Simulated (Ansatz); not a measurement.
CH₄BrFOSi, SMILES `OC(F)[SiH2]Br` at its PBE0-D4/def2-TZVP geometry, where that method's forces vanish. Charge 0, multiplicity 1.

| atom | x (Å) | y (Å) | z (Å) |
| --- | --- | --- | --- |
| O1 | -0.3727 | -0.1445 | 1.5857 |
| C2 | 0.4581 | -0.3304 | 0.5094 |
| F3 | 0.7321 | -1.6919 | 0.3373 |
| Si4 | -0.4221 | 0.2577 | -1.0786 |
| Br5 | -0.5701 | 2.4684 | -1.0159 |
| H6 | 0.1201 | -0.2623 | 2.4045 |
| H7 | 1.4360 | 0.1485 | 0.6498 |
| H8 | 0.3983 | -0.1211 | -2.2502 |
| H9 | -1.7798 | -0.3242 | -1.1422 |

(1) For each bond, give half the difference of the two atoms' forces along it (eV/Å; positive pushes the atoms apart) under PBE-D4, r2SCAN-D4, B3LYP-D4, ωB97M-V in def2-TZVPP. (Estimate.)

Results:

(1) Ansatz gave: 
| bond | length (Å) | PBE-D4 | r2SCAN-D4 | B3LYP-D4 | ωB97M-V |
| --- | --- | --- | --- | --- | --- |
| O1–C2 | 1.372 | 0.28 | 0.24 | 0.27 | 0.29 |
| O1–H6 | 0.963 | 0.39 | 0.01 | -0.06 | -0.11 |
| C2–F3 | 1.399 | 0.58 | 0.37 | 0.38 | 0.20 |
| C2–Si4 | 1.908 | -0.09 | -0.10 | -0.07 | -0.11 |
| C2–H7 | 1.098 | 0.03 | -0.10 | -0.18 | -0.17 |
| Si4–Br5 | 2.216 | 0.15 | 0.05 | 0.24 | 0.07 |
| Si4–H8 | 1.480 | 0.07 | -0.03 | -0.13 | -0.14 |
| Si4–H9 | 1.479 | 0.08 | -0.03 | -0.12 | -0.14 |

B3LYP here is the variant with VWN-RPA as its local correlation; programs differ in this.
